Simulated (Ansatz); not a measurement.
One change: `F[Si](F)(F)F` becomes `CS[Si](F)(F)F`.

Ansatz, PBE0-D4/def2-TZVP geometries, multiplicity 1. Each molecule was computed in one conformer, which needn't be the lowest.

| property | `F[Si](F)(F)F` |
| --- | --- |
| HOMO–LUMO gap (B3LYP/def2-TZVPP) / eV | 12.56 |
| HOMO energy (PBE0/def2-TZVPP) / eV | -12.77 |
| HOMO energy (ωB97M-V/def2-TZVPP) / eV | -15.29 |
| HOMO–LUMO gap (PBE/def2-TZVPP) / eV | 10.06 |
| LUMO energy (PBE/def2-TZVPP) / eV | -0.53 |
| LUMO energy (ωB97M-V/def2-TZVPP) / eV | 2.34 |

(1) What does the change do to each property? (Estimate.)

Answers

(1) Computed: 
| property | `CS[Si](F)(F)F` | shift |
| --- | --- | --- |
| HOMO–LUMO gap (B3LYP/def2-TZVPP) / eV | 7.11 | -5.45 |
| HOMO energy (PBE0/def2-TZVPP) / eV | -7.84 | 4.93 |
| HOMO energy (ωB97M-V/def2-TZVPP) / eV | -10.04 | 5.25 |
| HOMO–LUMO gap (PBE/def2-TZVPP) / eV | 5.38 | -4.68 |
| LUMO energy (PBE/def2-TZVPP) / eV | -1.17 | -0.64 |
| LUMO energy (ωB97M-V/def2-TZVPP) / eV | 1.70 | -0.64 |

With PBE0 the HOMO rises by 4.93 eV and the LUMO falls by 0.74 eV, so the gap narrows by about 5.67 eV. PBE moves the HOMO by 4.05 eV and ωB97M-V by 5.25 eV. The zero-point energy changes by 95.9 kJ/mol with +12 modes.

B3LYP here is the variant with VWN-RPA as its local correlation; programs differ in this.
